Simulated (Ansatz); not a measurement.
A family of molecules: the dipole moment

One atom is swapped for its congeners: BH(SeH)F; AlH(SeH)F; GaH(SeH)F; InH(SeH)F. All are singlets with charge 0.

Shapes, held fixed at every level: PBE0-D4/def2-TZVP. Flexible molecules stand in one conformer, not always the lowest. Programs: Ansatz 0.2.0. Values in D.

Task: How should the dipole moment change along the series?

Result: At wB97M-V/def2-TZVPP the dipole moment isn't monotonic: it is largest for Ga and smallest for B (2.49 and 1.25 D). Every level shows the same order. For atoms past krypton def2 sets carry core potentials with scalar relativity. Relativity is left out for Ga, Se unless named.

```
               level  BH(SeH)F  AlH(SeH)F  GaH(SeH)F  InH(SeH)F
   PBE-D4/def2-TZVPP      1.20       1.60       2.37       2.06
r2SCAN-D4/def2-TZVPP      1.27       1.63       2.47       2.11
 B3LYP-D4/def2-TZVPP      1.28       1.65       2.50       2.23
  wB97M-V/def2-TZVPP      1.25       1.63       2.49       2.21
```
